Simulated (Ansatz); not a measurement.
`C[O][Sn][OH]` + H–F → `[OH][Sn][F]` + CH₃OH at 400 K and 1 bar (ligand exchange at the Sn–O bond).

Gas-phase electronic energies from Ansatz, PBE0-D4/def2-TZVP geometries. CCSD(T)/CBS is the MP2 limit (def2-TZVPP, def2-QZVPP) plus CCSD(T) − MP2 in def2-TZVPP, frozen cores. This one scheme is used for every species. def2 core potentials past Kr. For Sn outer-core shells are correlated without core-valence functions, which leaves a few kJ/mol of doubt a bond. Each species was taken in one conformer, which may not be the lowest.

| species | CCSD(T)/CBS energy (Eh) | H − E (kJ/mol) | S (J/(mol·K)) |
| --- | --- | --- | --- |
| `C[O][Sn][OH]` | -404.87801 | 170.4 | 372.6 |
| H–F | -100.39570 | 36.5 | 182.2 |
| `[OH][Sn][F]` | -389.66871 | 57.9 | 310.9 |
| CH₃OH | -115.61712 | 151.2 | 252.6 |

H − E and S are ideal-gas, rigid-rotor, harmonic terms from PBE0-D4/def2-TZVP, for one conformer and one mirror image of each species. 1 Eh = 2625.50 kJ/mol, R = 8.31446 J/(mol·K).

Q: By hand: ΔE, ΔH, ΔS and ΔG.

A: ΔE = (-389.66871) + (-115.61712) − (-404.87801) − (-100.39570) = -0.01212 Eh = -31.8 kJ/mol. Δ(H − E) = 57.9 + 151.2 − 170.4 − 36.5 = 2.2, so ΔH = -29.6 kJ/mol. ΔS = 310.9 + 252.6 − 372.6 − 182.2 = 8.7 J/(mol·K). ΔG = -29.6 − 400 × (8.7)/1000 = -33.1 kJ/mol.

Q: By hand: the equilibrium constant, and the temperature at which ΔG would vanish if ΔH and ΔS stayed fixed.

A: log₁₀ K = −ΔG/(RT ln 10) = 4.3. ΔH and −TΔS have one sign here, so there is no such temperature.

The number of gas molecules stays the same, so ΔS is small and ΔH decides. A doubt of 5 kJ/mol in ΔE shifts log₁₀ K by 0.7 here. Other conformers and mirror images would add mixing entropy, several J/(mol·K) or more a flexible species. Modes under 60 cm⁻¹, often nearly free rotors, make the harmonic entropy too high. These are equilibria of isolated gas molecules and say nothing of rates. Largest T1 diagnostic: 0.018 (customary marks: 0.02 for closed shells, 0.045 for open ones).

ΔS is within the doubt of such terms, so its sign, and with it that verdict, could turn.
